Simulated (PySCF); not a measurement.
# UHF on Ti²⁺ (titanium, charge +2)

Configuration: [Ar] 3d2, high-spin 3F determinant. Computed with PySCF 2.14 in def2-TZVPPD (6s6p4d2f1g, 67 functions), with no relativity, point nucleus.

```json
{
 "Total energy": "-847.721782 hartree",
 "One-electron energy": "-1150.2896 hartree",
 "Hartree (Coulomb) energy": "343.3979 hartree",
 "Exchange energy": "-40.8300 hartree",
 "Kinetic energy": "847.65896 hartree",
 "⟨S²⟩": "2.0026",
 "⟨L²⟩": "12.038",
 "Sum of ⟨r⟩": "13.86 bohr",
 "Sum of ⟨r²⟩": "16.41 bohr²",
 "Density at the nucleus (Gaussians lack the cusp)": "6940 bohr⁻³",
 "Spin density at the nucleus": "-0.231 bohr⁻³",
 "Langevin diamagnetic susceptibility": "-13.0 ×10⁻⁶ cm³/mol"
}
```

```
shell  electrons  mean orbital energy (eV)  rms radius, mean of both spins (bohr)
 1s β          1                   -5003.1                                 0.0812
 1s α          1                   -5003.1                                 0.0812
 2s α          1                   -599.15                                  0.353
 2s β          1                   -598.20                                  0.353
 2p α          3                   -500.42                                  0.321
 2p β          3                   -499.46                                  0.321
 3s α          1                   -95.539                                   1.09
 3s β          1                   -91.935                                   1.09
 3p α          3                   -66.833                                   1.18
 3p β          3                   -62.355                                   1.18
 3d α          2                   -28.038                                   1.55
```

Spin-orbit constants ζ (cm⁻¹) from the X2C one-electron operator on these orbitals (non-relativistic here): bare nucleus, nucleus screened by l(l+1)(2l+1)/3 electrons, and screened by the Breit-Pauli mean field of the electrons.

```csv
shell,bare,screened nucleus,mean field
2p,32260,29330,27950
3p,3506,3187,3014
3d,273.0,148.9,127.5
```

To first order the Landé constant is A = 63.76 cm⁻¹, so the lowest level has J = 2 and lies 0.0316 eV below the centre of the term. This holds in LS coupling only.
